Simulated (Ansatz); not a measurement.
C₃H₇O (SMILES C[C-](C)O), charge -1, singlet, geometry from GFN2-xTB (a gas-phase anion, which may not be bound at this level); MP2/def2-SVP (Ansatz, a program for electronic structure).

Here is a job for Ansatz.
Ansatz 0.2 input:
```yaml
crystal:
  periodic: [false, false, false]
  atoms:
    - {symbol: O, position_ang: [0.07243737, 1.40320982, -0.19733602]}
    - {symbol: C, position_ang: [-0.00374291, 0.03902709, 0.51456769]}
    - {symbol: H, position_ang: [0.67877388, 1.90342080, 0.35574421]}
    - {symbol: C, position_ang: [-1.29548155, -0.57666788, -0.04347091]}
    - {symbol: C, position_ang: [1.16825520, -0.77939168, -0.07495182]}
    - {symbol: H, position_ang: [-1.32161314, -0.69032542, -1.14781489]}
    - {symbol: H, position_ang: [1.15603930, -0.89633139, -1.17974156]}
    - {symbol: H, position_ang: [-2.15685030, 0.03773779, 0.23654104]}
    - {symbol: H, position_ang: [2.12944108, -0.31822607, 0.18678398]}
    - {symbol: H, position_ang: [-1.44057069, -1.57307732, 0.39121968]}
    - {symbol: H, position_ang: [1.16109647, -1.78668206, 0.35908608]}
basis:
  gaussian:
    orbitals: def2-SVP
total_charge: -1
magnetization: {spin_polarized: false}
correlation: {method: mp2}
```

The log (banner, timings and long lists left out):

```
Functional definition: HF
937 factors; integrals over basis functions are off by at most 1.2e-3 eV
mean field evaluation 1: about -5229.9787 eV, gradient 2.4e1 eV
mean field evaluation 2: about -5229.9832 eV, gradient 2.4e1 eV
mean field evaluation 4: about -5231.9527 eV, gradient 3.7e0 eV
mean field evaluation 8: about -5231.9934 eV, gradient 6.9e-4 eV
mean field -5231.99335464 eV, -192.2722094104 hartree, gradient 1.6e-6 eV, S^2 0.000000; 0 other end points of the search recorded, 0 dependent functions left out
4 core orbitals not correlated
reference -5231.99335464 eV, -192.2722094104 hartree; 13, 13 occupied and 74, 74 virtual orbitals, 937 factors
second order -17.15288669 eV of doubles, -0.00000000 eV of singles
Total energy: -5249.14624132 eV, -192.9025663695 hartree
```
